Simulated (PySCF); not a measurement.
How methods differ on the excitation energy of Cr

Cr [Ar] 3d5 4s1 (7S) → Cr [Ar] 3d4 4s2 (5D), as a difference of total energies. Computed with PySCF 2.14 in def2-QZVPPD (11s6p5d3f2g, 93 functions), with no relativity, point nucleus. Correlated levels: valence: [Ar] frozen. The calculations carry no spin-orbit coupling.

```
           method  excitation energy (eV)  difference from reference (eV)
              UHF                   1.058                          +0.055
    MP2 (valence)                   1.241                          +0.238
SCS-MP2 (valence)                   0.286                          -0.717
   CCSD (valence)                   0.998                          -0.005
CCSD(T) (valence)                   0.983                          -0.020
```

Reference: 1.003 eV (measured; NIST levels, between the centres of gravity of the two terms).

These non-relativistic numbers lack the scalar-relativistic shift.

Errors of the correlated levels include the incompleteness of this basis and the frozen core.
